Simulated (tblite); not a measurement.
A geometry optimisation, step by step.

Compound: C₄H₁₀BN.
SMILES with atom numbers: `[BH2:1][NH:2][CH2:3][CH2:4][CH:5]=[CH2:6]` (hydrogens: H7, H8 on B1; H9 on N2; H10, H11 on C3; H12, H13 on C4; H14 on C5; H15, H16 on C6)

Computed with GFN2-xTB (tblite), gas phase: L-BFGS steps from a force-field or distance-geometry start until the largest atomic force falls under 0.01 eV/Å. 7 of its 110 geometries are shown.

Step 0: E = -483.3632 eV, largest atomic force 3.046 eV/Å
```
atom  x, y, z in Å  |  force x, y, z in eV/Å
B1      2.427    0.442    0.525   -0.178  -2.673   0.984
N2      1.841   -0.822   -0.090    1.437   2.685   0.083
C3      0.471   -1.058    0.277   -0.519  -0.965  -0.115
C4     -0.329    0.120   -0.236   -2.108   0.055  -0.151
C5     -1.798   -0.026    0.100    0.075   1.026   0.436
C6     -2.395    0.900    0.843   -0.076   0.122   0.215
H7      3.594    0.384    0.765   -0.375   0.502  -0.841
H8      1.734    1.031    1.297    0.447  -0.061  -0.334
H9      1.927   -0.705   -1.119    0.128  -0.763   0.924
H10     0.345   -1.223    1.383    0.371   0.536  -0.858
H11     0.116   -2.030   -0.172    0.269   0.791   0.083
H12    -0.274    0.212   -1.337    0.326  -0.130   0.358
H13    -0.013    1.060    0.232    0.131  -0.371  -0.313
H14    -2.370   -0.857   -0.280    0.192  -0.133  -0.079
H15    -1.825    1.773    1.241   -0.758  -0.882  -0.361
H16    -3.459    0.809    1.094    0.637   0.263  -0.030
```

Step 18: E = -484.6945 eV, largest atomic force 0.110 eV/Å
```
atom  x, y, z in Å  |  force x, y, z in eV/Å
B1      2.552    0.297    0.694   -0.012  -0.010  -0.001
N2      1.844   -0.634   -0.034    0.010  -0.020   0.108
C3      0.452   -0.975    0.198   -0.027   0.044  -0.004
C4     -0.467    0.156   -0.309    0.063  -0.017  -0.021
C5     -1.893    0.011    0.113    0.057   0.041  -0.082
C6     -2.499    0.898    0.879   -0.022  -0.041  -0.024
H7      3.654    0.558    0.397    0.023  -0.052  -0.029
H8      2.017    0.807    1.601    0.037   0.046   0.066
H9      2.257   -1.104   -0.823   -0.049   0.012  -0.083
H10     0.297   -1.097    1.275   -0.037   0.035  -0.038
H11     0.209   -1.925   -0.290   -0.018   0.084  -0.006
H12    -0.412    0.203   -1.401    0.019  -0.050   0.024
H13    -0.077    1.096    0.089    0.023  -0.043  -0.045
H14    -2.430   -0.848   -0.272    0.052  -0.016   0.048
H15    -1.977    1.764    1.253   -0.036  -0.009   0.019
H16    -3.534    0.802    1.153   -0.083  -0.003   0.068
```

Step 36: E = -484.7267 eV, largest atomic force 0.137 eV/Å
```
atom  x, y, z in Å  |  force x, y, z in eV/Å
B1      2.622    0.236    0.740   -0.025  -0.047  -0.075
N2      1.828   -0.607   -0.007   -0.056  -0.032  -0.002
C3      0.429   -0.896    0.218   -0.043  -0.026   0.051
C4     -0.474    0.208   -0.369    0.015  -0.043   0.049
C5     -1.887    0.024    0.081    0.014  -0.018  -0.040
C6     -2.535    0.858    0.872    0.019  -0.049   0.026
H7      3.717    0.404    0.369    0.107   0.063   0.058
H8      2.183    0.747    1.699    0.028  -0.039  -0.002
H9      2.175   -1.020   -0.858    0.032   0.015  -0.051
H10     0.256   -0.958    1.295   -0.024   0.094   0.050
H11     0.169   -1.870   -0.210    0.006   0.045  -0.054
H12    -0.414    0.178   -1.463   -0.003   0.026   0.083
H13    -0.090    1.167   -0.016   -0.032   0.000  -0.077
H14    -2.366   -0.884   -0.262   -0.003  -0.026   0.015
H15    -2.086    1.774    1.222   -0.016  -0.043   0.012
H16    -3.536    0.649    1.212   -0.018   0.081  -0.042
```

Step 54: E = -484.7560 eV, largest atomic force 0.113 eV/Å
```
atom  x, y, z in Å  |  force x, y, z in eV/Å
B1      2.773    0.074    0.772    0.011  -0.013  -0.038
N2      1.821   -0.502   -0.038   -0.064  -0.030   0.011
C3      0.433   -0.717    0.292   -0.046   0.013   0.003
C4     -0.523    0.260   -0.419    0.027  -0.009  -0.015
C5     -1.919   -0.015    0.042    0.041   0.003   0.004
C6     -2.610    0.775    0.841    0.001  -0.016  -0.018
H7      3.864    0.163    0.367    0.099   0.050  -0.022
H8      2.466    0.442    1.840    0.007  -0.010   0.019
H9      2.045   -0.818   -0.970    0.020   0.042  -0.026
H10     0.323   -0.584    1.370   -0.036  -0.028   0.013
H11     0.140   -1.742    0.033    0.028   0.001   0.038
H12    -0.453    0.121   -1.501    0.020  -0.039  -0.013
H13    -0.233    1.287   -0.190    0.005  -0.026   0.064
H14    -2.322   -0.967   -0.282   -0.065   0.052  -0.006
H15    -2.210    1.712    1.193   -0.024  -0.005  -0.031
H16    -3.601    0.520    1.174   -0.025   0.015   0.016
```

Step 73: E = -484.7697 eV, largest atomic force 0.020 eV/Å
```
atom  x, y, z in Å  |  force x, y, z in eV/Å
B1      2.817    0.049    0.759    0.006  -0.004  -0.005
N2      1.812   -0.465   -0.030   -0.006  -0.007   0.007
C3      0.440   -0.715    0.342    0.002  -0.004   0.002
C4     -0.529    0.229   -0.393   -0.001  -0.007   0.002
C5     -1.941   -0.023    0.029   -0.005   0.003  -0.004
C6     -2.639    0.781    0.808   -0.007   0.013  -0.006
H7      3.879    0.203    0.288    0.002   0.006  -0.008
H8      2.590    0.310    1.878   -0.008  -0.007   0.001
H9      1.980   -0.685   -1.002    0.016   0.007  -0.004
H10     0.341   -0.564    1.419    0.001   0.003  -0.001
H11     0.175   -1.756    0.114   -0.014   0.006   0.003
H12    -0.432    0.066   -1.470    0.000   0.009  -0.005
H13    -0.247    1.260   -0.173   -0.001  -0.005   0.011
H14    -2.377   -0.947   -0.329    0.012  -0.012   0.010
H15    -2.226    1.705    1.180    0.006   0.011  -0.003
H16    -3.650    0.560    1.104   -0.004  -0.012  -0.001
```

Step 91: E = -484.7711 eV, largest atomic force 0.029 eV/Å
```
atom  x, y, z in Å  |  force x, y, z in eV/Å
B1      2.832    0.023    0.752    0.018   0.005   0.007
N2      1.811   -0.459   -0.035   -0.011   0.012   0.024
C3      0.442   -0.702    0.353    0.004  -0.013  -0.003
C4     -0.528    0.239   -0.381    0.003   0.001   0.000
C5     -1.937   -0.030    0.039   -0.008   0.008  -0.021
C6     -2.658    0.784    0.785    0.003  -0.010   0.015
H7      3.885    0.195    0.268    0.000  -0.008   0.005
H8      2.620    0.243    1.884    0.012   0.006  -0.006
H9      1.958   -0.649   -1.016    0.021  -0.001  -0.016
H10     0.351   -0.542    1.429    0.021  -0.010  -0.004
H11     0.170   -1.743    0.134   -0.011  -0.013  -0.003
H12    -0.424    0.084   -1.458   -0.017  -0.005  -0.010
H13    -0.255    1.271   -0.154    0.001   0.016   0.012
H14    -2.345   -0.977   -0.291   -0.006  -0.010   0.008
H15    -2.268    1.728    1.129   -0.013   0.009  -0.005
H16    -3.663    0.543    1.086   -0.016   0.011  -0.003
```

Step 109: E = -484.7742 eV, largest atomic force 0.007 eV/Å
```
atom  x, y, z in Å  |  force x, y, z in eV/Å
B1      2.862   -0.004    0.735    0.005   0.001   0.004
N2      1.823   -0.449   -0.051    0.002   0.000   0.002
C3      0.462   -0.714    0.351    0.001  -0.001   0.003
C4     -0.527    0.252   -0.323    0.000   0.000   0.002
C5     -1.933   -0.038    0.094   -0.002  -0.001  -0.002
C6     -2.717    0.810    0.731   -0.001  -0.001  -0.002
H7      3.906    0.180    0.238   -0.001  -0.003  -0.003
H8      2.677    0.172    1.879   -0.001   0.000  -0.004
H9      1.955   -0.600   -1.042    0.001   0.002   0.003
H10     0.396   -0.599    1.435    0.001  -0.006   0.001
H11     0.188   -1.746    0.095    0.001   0.004   0.001
H12    -0.441    0.141   -1.409   -0.001   0.002  -0.001
H13    -0.258    1.277   -0.061   -0.003   0.004  -0.002
H14    -2.290   -1.030   -0.154   -0.003  -0.003  -0.002
H15    -2.386    1.802    0.992    0.002  -0.003  -0.005
H16    -3.724    0.554    1.013    0.001   0.003   0.006
```

**Question.** Summarise the path.

**Answer.** The energy falls by 1.4110 eV from step 0 to step 109; nine tenths of that is first reached at step 11. It falls at every step. The largest force goes from 3.046 to 0.007 eV/Å. Among the bonds B1–N2 changes most, from 1.523 to 1.377 Å; the atoms move by 0.539 Å rms after alignment.

What follows is the cost of the whole relaxation. Time: 0.43 s. Hardware: one thread, Arm Neoverse V2 (aarch64), no GPU, shared host.
